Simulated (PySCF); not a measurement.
CH3F3Ti, SMILES [F][Ti]([F])([CH3])[F], multiplicity 1.

Coordinates come from a PBE0-D3(BJ)/def2-SVP optimisation. The spin state was assumed, not searched. The structure was generated by enumeration; whether it is a known compound was not checked.

All values below come from TDA-ωB97X/def2-SVPD (PySCF).

Vertical excitations; the highest root listed may be one member of a degenerate set. Isolated molecule, no solvent. State labels are in the subgroup Cs.

```tsv
state	symmetry	energy (eV)	λ (nm)	f	main pairs
S1	A"	4.20	295	0.002	HOMO→LUMO+1 (degenerate set)
S2	A'	4.21	295	0.002	HOMO→LUMO (degenerate set)
S3	A'	5.73	216	0.004	HOMO→LUMO+3 (degenerate set)
S4	A"	5.73	216	0.004	HOMO→LUMO+4 (degenerate set)
S5	A'	7.27	171	0.254	HOMO→LUMO+2 75 %
S6	A'	7.79	159	0.000	HOMO−3→LUMO+1 (degenerate set)
S7	A"	7.79	159	0.000	HOMO−3→LUMO (degenerate set)
S8	A"	7.97	156	0.000	HOMO−1→LUMO 28 %, HOMO−2→LUMO+1 28 %, HOMO−4→LUMO 21 %, HOMO−5→LUMO+1 21 %
S9	A'	8.06	154	0.043	HOMO−4→LUMO+1 32 %, HOMO−5→LUMO 32 %, HOMO−1→LUMO+1 15 %, HOMO−2→LUMO 15 %
S10	A"	8.15	152	0.010	HOMO−6→LUMO+1 21 %, HOMO−3→LUMO 20 %, HOMO−2→LUMO+1 17 %, HOMO−1→LUMO 16 %
T1	A"	3.80	326	0	HOMO→LUMO+1 (degenerate set)
T2	A'	3.80	326	0	HOMO→LUMO (degenerate set)
T3	A'	4.77	260	0	HOMO→LUMO+2 94 %
T4	A'	5.37	231	0	HOMO→LUMO+3 98 %
```
Triplets are in the Tamm–Dancoff approximation.
